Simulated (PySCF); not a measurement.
## C₆ coefficients of unlike pairs at UHF

Calculated with PySCF 2.14 from the dipole response of each species, C₆(A,B) = (3/π) ∫ α_A(iu) α_B(iu) du, in atomic units, from isotropic polarisabilities. For ions this is the dispersion term alone; charge-induced terms of lower order in 1/R come first.

```tsv
species	configuration	basis	relativity	α (bohr³)	C₆ (like pair)
B³⁺	1s2 (1S)	aug-cc-pVQZ (6s5p4d3f2g)	none	0.01902	0.002331
Sr²⁺	[Kr] (1S)	aug-cc-pVTZ-X2C (8s7p5d2f)	spin-free X2C	5.704	26.76
Re³⁺	[Xe] 4f14 5d4 (5D)	def2-TZVPPD with the def2 core potential (60 electrons) (6s5p3d2f1g)	core potential	6.713	35.32
Nb³⁺	[Kr] 4d2 (3F)	aug-cc-pVTZ-DK (9s8p6d3f2g)	spin-free X2C	5.648	24.32
```

Task: Estimate C₆ for Nb³⁺ with Re³⁺.

Result: The integral gives 29.30. The combination rule 2 C_A C_B / (C_A α_B/α_A + C_B α_A/α_B) gives 29.30 and the geometric mean 29.31.

No spin-orbit coupling is included.

The other pairs:

```json
{"pair": "Re³⁺, B³⁺", "C₆": "0.1950"}
{"pair": "Nb³⁺, Sr²⁺", "C₆": "25.46"}
{"pair": "Re³⁺, Sr²⁺", "C₆": "30.66"}
{"pair": "Nb³⁺, B³⁺", "C₆": "0.1603"}
{"pair": "Sr²⁺, B³⁺", "C₆": "0.1593"}
```
